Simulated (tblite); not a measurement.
Species: CHF₄NO₄S₂.
Z-matrix (Å and degrees, GFN2-xTB geometry), rows numbered from 1:
```
O 
S   1  1.4053
O   2  1.4026  1  123.41
F   2  1.6020  1  105.87  3   125.70
N   2  1.6380  1  111.01  3  -127.64
S   5  1.6672  2  111.53  1   170.90
O   6  1.4105  5  110.38  2    38.13
O   6  1.4182  5  107.51  2   170.95
C   6  1.8933  5   99.41  2   -77.55
F   9  1.3294  6  107.92  5  -126.41
F   9  1.3290  6  109.99  5    -9.44
F   9  1.3131  6  112.83  5   114.01
H   5  1.0042  2  122.17  1   -35.92
```

Level: GFN2-xTB in tblite, geometry and Hessian alike; calculated harmonic values, unscaled, isolated species. This tight-binding method is rough: wavenumbers can miss measured ones by several per cent, in bad cases by 10 to 20. One conformer, not necessarily the lowest.

Harmonic wavenumbers (cm⁻¹): 55.8, 66.7, 95.0, 123.3, 147.6, 171.6, 221.3, 235.4, 273.3, 293.8, 324.2, 332.6, 362.8, 382.7, 442.4, 460.7, 477.9, 487.8, 519.6, 527.2, 664.5, 695.9, 740.0, 807.9, 1008.3, 1062.7, 1108.5, 1162.2, 1177.3, 1195.2, 1347.9, 1394.5, 3489.3.

A = 1328, B = 643.2, C = 558.0 MHz; mass 230.928 u (most abundant isotopes); point group C1, symmetry number 1.

Problem. Zero-point energy?

Solution. Half the sum of the wavenumbers: 10928 cm⁻¹ = 130.72 kJ/mol.

Problem. What is S at 500 K and 1 bar for an ideal gas of classical rigid rotors and harmonic oscillators?

Solution. Translation 187.47, rotation 135.69, vibration 252.13: S = 575.3 J/(mol K).

Problem. And Cp and H(500 K) − H(0)?

Solution. Cp = 238.58 J/(mol K), of which vibrations give 205.32 (their classical limit is 33 R = 274.4); H(500 K) − H(0) = 79.15 kJ/mol without the zero-point energy, 62.52 from vibrations.

Problem. Which modes carry the vibrational entropy at 500 K?

Solution. 55.8 cm⁻¹: 23.53; 66.7 cm⁻¹: 22.05; 95.0 cm⁻¹: 19.12; 123.3 cm⁻¹: 16.97; 147.6 cm⁻¹: 15.50; 171.6 cm⁻¹: 14.27 J/(mol K); the other 27 give 140.69 together.

Problem. How do the functions run with temperature in this model?

Solution. 
```
T (K)  S (J/(mol K))  Cp (J/(mol K))  H − H(0) (kJ/mol)  G − H(0) (kJ/mol)  ln q(vib)
  100          311.9            93.5               5.96             -25.23       1.92
  200          395.8           151.6              18.40             -60.76       5.34
  300          465.2           191.1              35.65            -103.92       8.84
  800          695.5           270.3             156.22            -400.14      23.41
 1000          757.0           280.6             211.40            -545.58      27.98
```

q(vib) and H(0) count from the zero-point level.

Problem. What must be added to the electronic energy to get the Gibbs energy at 500 K and 1 bar?

Solution. ZPE + [H(500 K) − H(0)] − T·S = 130.72 + 79.15 − 287.65 = -77.78 kJ/mol.

Problem. Blend soft modes into free rotors: weight 1/[1 + (100 cm⁻¹/ν̃)⁴] for the oscillator and the rest for a rotor with moment μB/(μ + B), μ = h/(8π²ν), B = 10⁻⁴⁴ kg m². What vibrational entropy results?

Solution. 235.85 J/(mol K) in place of 252.13, which changes −T·S at 500 K by +8.14 kJ/mol.

Hindered rotation and anharmonicity are outside this model. Other conformers, if any are populated, would add a mixing term that is left out. The structure is chiral; the term R ln 2 for an equal mix with its mirror image is left out.
